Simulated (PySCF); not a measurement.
Simulated characterisation data

[PySCF 2.14.0 with density-fitted response routines: GFN2-xTB structure; shielding tensors at PBE0/pcSseg-1 (GIAO); single conformer; relativity neglected; no solvent model; one averaged value for each set of equivalent atoms]

δ = σ(ref) − σ, references computed at the same level: ¹H and ¹³C vs TMS. Splittings of carbon signals by F and P are missing where no couplings were computed. Where no couplings were computed, multiplicities follow the n + 1 count of equivalent neighbours, and m marks all less simple cases (inequivalent or close neighbours, rings, F or P nearby). Shifts are as computed. Against solution values, carbons near 30 ppm lie about +3 ppm off and those near 130 ppm about +5 ppm. Of 1211 compounds with measured shifts, 218 miss one by over three times the rms of a fit or turn the order of signals round; such compounds aren't used in these exercises.

**1.** SMILES CC(=O)c1nc(C)ccp1, C$_{7}$H$_{8}$NOP. ¹H NMR (400 MHz, computed): δ 9.82 (m, 1H), 7.72 (m, 1H), 2.94 (s, 3H), 2.78 (s, 3H). ¹³C{¹H} NMR (computed): δ 206.2 (C), 198.1 (C), 178.6 (CH), 160.2 (C), 130.4 (CH), 29.7 (CH3), 26.8 (CH3).

**2.** SMILES C(=C)=C(C(F)(F)F)C(F)(F)F, C$_{5}$H$_{2}$F$_{6}$. ¹H NMR (400 MHz, computed): δ 5.94 (s, 2H). ¹³C{¹H} NMR (computed): δ 222.2, 130.5, 102.2, 91.7.
